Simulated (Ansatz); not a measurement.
The cluster Rb₂Cl₃⁻. Charge -1, multiplicity 1. Geometry PBE0-D4/def2-SVPD.

```tsv
atom	x (Å)	y (Å)	z (Å)
Rb1	-0.7330	2.5467	-1.5712
Rb2	0.2876	-0.9878	0.6151
Cl3	-2.1717	1.2341	0.6979
Cl4	0.9928	-3.5268	2.1413
Cl5	1.6244	0.7338	-1.8831
```

In the def2 sets Rb takes a core potential; there is no spin–orbit coupling. Another isomer (singlet) lies 0.16 eV lower at PBE0-D4/def2-TZVPD; other spin states weren't run for this one.

(1) Estimate the orbital energies around the gap (eV) in Ansatz with PBE-D4/def2-TZVPD, r2SCAN-D4/def2-TZVPD, r2SCANh-D4/def2-TZVPD, PBE0-D4/def2-TZVPD, CAM-B3LYP-D4/def2-TZVPD.

## Answers

(1) 
```
orbital  PBE-D4/def2-TZVPD  r2SCAN-D4/def2-TZVPD  r2SCANh-D4/def2-TZVPD  PBE0-D4/def2-TZVPD  CAM-B3LYP-D4/def2-TZVPD
 HOMO−5              -2.66                 -2.93                  -3.42               -3.96                    -5.34
 HOMO−4              -2.65                 -2.92                  -3.41               -3.95                    -5.34
 HOMO−3              -2.63                 -2.90                  -3.39               -3.92                    -5.31
 HOMO−2              -1.41                 -1.63                  -2.12               -2.68                    -4.06
 HOMO−1              -1.29                 -1.53                  -2.01               -2.55                    -3.94
   HOMO              -1.27                 -1.52                  -2.00               -2.54                    -3.93
   LUMO               0.83                  1.36                   1.42                1.22                     1.48
 LUMO+1               1.78                  1.97                   1.99                1.92                     1.98
 LUMO+2               1.84                  2.04                   2.06                1.99                     2.06
 LUMO+3               1.85                  2.05                   2.07                2.00                     2.06
 LUMO+4               2.35                  2.52                   2.54                2.47                     2.53
 LUMO+5               2.38                  2.56                   2.58                2.51                     2.58
```
